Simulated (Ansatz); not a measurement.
YOF, SMILES [Y]([F])=[O].

Geometry optimised at PBE0-D3(BJ)/def2-TZVP. The def2 effective core potentials stand for the cores of Y; spin–orbit coupling is left out.

Two levels are set side by side: PBE/def2-TZVPD (Ansatz, a first-principles code) and PBE0/def2-TZVPD (Ansatz). Energy differences of separate SCF runs at the same geometry; the states with an electron removed or added have multiplicity 2 and 2. Differences are taken from unrounded values.

```csv
quantity,PBE0
vertical ionisation energy (eV),8.98
vertical electron affinity (eV),1.17
vertical singlet–triplet gap (eV),2.62
```

What does PBE give, and how far is it from PBE0? (Estimate from the structure and the level; the computed values follow.)


```tsv
quantity	PBE	PBE minus PBE0
vertical ionisation energy (eV)	9.16	0.18
vertical electron affinity (eV)	1.14	-0.03
vertical singlet–triplet gap (eV)	2.85	0.23
```
